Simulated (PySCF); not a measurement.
Species: CH₇N₃Si₂.
Cartesian coordinates in Å at the PBE0-D3(BJ)/def2-SVP level; atoms count from 1:
```
atom  x, y, z in Å
N1    -1.8547    1.4437    2.1270
C2    -1.5399    0.6297    1.3607
Si3   -0.8814   -0.6177    0.1085
N4    -1.5434   -0.4409   -1.4698
Si5    1.4152   -0.1458    0.1345
N6     1.7457    0.3809    1.7457
H7    -1.2885   -1.9384    0.6623
H8    -1.2343    0.3280   -2.0541
H9    -2.5147   -0.6695   -1.6512
H10    1.6680    0.8329   -0.9830
H11    2.2311   -1.3604   -0.1675
H12    1.1054    1.0242    2.2008
H13    2.6969    0.5168    2.0678
```

Level of theory: PBE0-D3(BJ)/def2-SVP geometry optimisation, gas phase (PySCF 2.14.0).

Take the most abundant isotopes and a rigid rotor. The values belong to one conformer with, in the numbering `[N:1]#[C:2][Si@@H:3]([NH2:4])[SiH2:5][NH2:6]`, C2–Si3–N4–H 75° and -70°, C2–Si3–Si5–N6 32°, Si3–Si5–N6–H -43° and 171°.

Question: What are A, B and C (cm⁻¹)?

Answer: Ia = 203.48, Ib = 274.01, Ic = 440.23 u·Å²; 505379 MHz·u·Å²/I gives 2484, 1844 and 1148 MHz, that is A = 0.08284, B = 0.06152, C = 0.03829 cm⁻¹.

Question: What kind of rotor is it?

Answer: An asymmetric top. Ray's parameter κ = (2B − A − C)/(A − C) = 0.043; −1 is the prolate and +1 the oblate limit.

Question: What does the inertial defect say?

Answer: Not planar: Δ = Ic − Ia − Ib = -37.27 u·Å². For a rigid frame Δ = −2 Σ m c², so Σ m c² = 18.63 u·Å² lies off the ab plane: 8.61 from hydrogen and 10.03 from heavier atoms. The atom farthest from that plane is 1.92 Å away.

Question: List the rotational levels J(Ka,Kc) to J = 2 (K).

Answer: Above 0(0,0), as E/k:
J = 1: 1(0,1) 0.144, 1(1,1) 0.174, 1(1,0) 0.208
J = 2: 2(0,2) 0.415, 2(1,2) 0.428, 2(1,1) 0.528, 2(2,1) 0.620, 2(2,0) 0.637
The levels of one J sum to (2J + 1)J(J + 1)(A + B + C)/3.

Question: Which lines would a microwave search look for?

Answer: The dipole components are |μa| = 0.75 D, |μb| = 2.56 D, |μc| = 0.59 D. Intensities carry the squares of the components, which stand as 0.08 : 1.00 : 0.05 (a : b : c). Some of the stronger lines:

| type | branch | J(Ka,Kc) | MHz | lower level (cm⁻¹) |
| --- | --- | --- | --- | --- |
| b | Q | 1(1,0) ← 1(0,1) | 1336 | 0.100 |
| b | Q | 2(2,0) ← 2(1,1) | 2257 | 0.367 |
| b | Q | 2(1,1) ← 2(0,2) | 2371 | 0.288 |
| b | R | 1(1,1) ← 0(0,0) | 3632 | 0.000 |
| b | Q | 3(3,0) ← 3(2,1) | 3867 | 0.776 |
| b | Q | 2(2,1) ← 2(1,2) | 4007 | 0.298 |
| b | Q | 3(1,2) ← 3(0,3) | 4147 | 0.553 |
| b | R | 2(0,2) ← 1(1,1) | 5006 | 0.121 |
| b | Q | 3(3,1) ← 3(2,2) | 5116 | 0.731 |
| b | Q | 3(2,2) ← 3(1,3) | 5230 | 0.556 |
| b | R | 2(1,2) ← 1(0,1) | 5928 | 0.100 |
| b | R | 3(0,3) ← 2(1,2) | 7666 | 0.298 |
| b | R | 3(1,3) ← 2(0,2) | 8036 | 0.288 |
| b | R | 2(2,1) ← 1(1,0) | 8599 | 0.144 |
| b | R | 2(2,0) ← 1(1,1) | 9634 | 0.121 |
| b | R | 3(2,2) ← 2(1,1) | 10895 | 0.367 |

No PBE0-D3(BJ)/def2-SVP frequencies stand behind this structure, so it isn't proved a minimum. Zero-point vibration and centrifugal distortion are left out. A rigid rotor knows nothing of inversion at nitrogen, which can split or shift real lines. Quadrupole hyperfine structure (14N) is left out.

Hardware: one thread, Arm Neoverse N1 (aarch64), no GPU, shared host with 64 logical CPUs at a one-minute load of 35. Cost: 2.8 min, 0.50 GiB resident at most. These figures are those of the optimisation.
